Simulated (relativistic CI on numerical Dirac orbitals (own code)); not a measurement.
Radial parameters of Tl²⁷⁺

Computed by Dirac-Coulomb-Breit CI, orbitals from a KLI potential per configuration, model QED (radiative potential, 1s self-energy scaled to tabulated hydrogen-like ionisation energies), unscaled Slater integrals (own radial code, finite nucleus).

Slater integrals F^k, G^k are unscaled and averaged over j, outside the closed core [Ar] 3d10 4p6 4d10; ζ comes from projecting the Hamiltonian with its Breit term on Σ l·s of the shell.

- 4s²4f⁸: F^2(4f,4f) = 257350, F^4(4f,4f) = 167030, F^6(4f,4f) = 121910, ζ(4f) = 12656 cm⁻¹; <r>(4f) = 0.4034, <r^2>(4f) = 0.1877 (bohr units).
- 4s²4f⁷5s: F^2(4f,4f) = 259980, F^4(4f,4f) = 168850, F^6(4f,4f) = 123270, ζ(4f) = 12950, G^3(4f,5s) = 37232 cm⁻¹; <r>(4f) = 0.4, <r^2>(4f) = 0.1845, <r>(5s) = 0.7213, <r^2>(5s) = 0.5796 (bohr units).
- 4s²4f⁶5s²: F^2(4f,4f) = 262810, F^4(4f,4f) = 170810, F^6(4f,4f) = 124750, ζ(4f) = 13246 cm⁻¹; <r>(4f) = 0.3964, <r^2>(4f) = 0.181 (bohr units).

Averages of the first 5 configurations, taken without configuration mixing, which lowers the lowest level and can move excited configurations by several eV; other configurations of the list can lie among them:

| Configuration | Parity | States | Average energy above the lowest level (eV) |
| --- | --- | --- | --- |
| 4s²4f⁸ | even | 3003 | 26.8 |
| 4s²4f⁷5s | odd | 6864 | 147.5 |
| 4s²4f⁶5s² | even | 3003 | 279.1 |
| 4s4f⁹ | odd | 4004 | 769.1 |
| 4f¹⁰ | even | 1001 | 1514.2 |
